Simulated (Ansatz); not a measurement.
CH6AsGaO2 (`O[C](O)([GaH2])[AsH2]`) at its PBE0-D4/def2-TZVP geometry, where that method's forces vanish. The species carries charge 0 and has multiplicity 1.

| atom | x (Å) | y (Å) | z (Å) |
| --- | --- | --- | --- |
| O1 | 0.9839 | 0.3631 | 0.9672 |
| C2 | -0.0311 | -0.2178 | 0.1875 |
| O3 | -0.6413 | -1.2953 | 0.8641 |
| Ga4 | -1.2724 | 1.3357 | -0.1370 |
| As5 | 0.5966 | -1.0477 | -1.5155 |
| H6 | 1.6961 | -0.2803 | 1.0859 |
| H7 | -1.0517 | -0.9521 | 1.6663 |
| H8 | -1.2046 | 2.2038 | -1.4390 |
| H9 | -2.3130 | 1.6088 | 1.0117 |
| H10 | 1.7196 | -1.8340 | -0.8371 |
| H11 | 1.5179 | 0.1160 | -1.8540 |

Q: For each bond, give half the difference of the two atoms' forces along it (eV/Å; positive pushes the atoms apart) under PBE-D4, r2SCAN-D4, B3LYP-D4, ωB97M-V in def2-TZVPP. (Estimate.)

A: Computed: 
```csv
bond,length (Å),PBE-D4,r2SCAN-D4,B3LYP-D4,ωB97M-V
O1–C2,1.406,0.21,0.22,0.22,0.29
O1–H6,0.967,0.44,0.04,-0.04,-0.13
C2–O3,1.411,0.29,0.26,0.23,0.26
C2–Ga4,2.015,-0.01,-0.08,0.01,-0.11
C2–As5,1.996,0.17,0.06,0.08,-0.19
O3–H7,0.964,0.41,0.02,-0.06,-0.12
Ga4–H8,1.566,0.01,-0.08,-0.05,-0.07
Ga4–H9,1.574,0.04,-0.07,-0.05,-0.10
As5–H10,1.530,0.26,-0.01,0.03,-0.12
As5–H11,1.522,0.22,-0.02,0.02,-0.10
```

B3LYP here is the variant with VWN-RPA as its local correlation; programs differ in this.
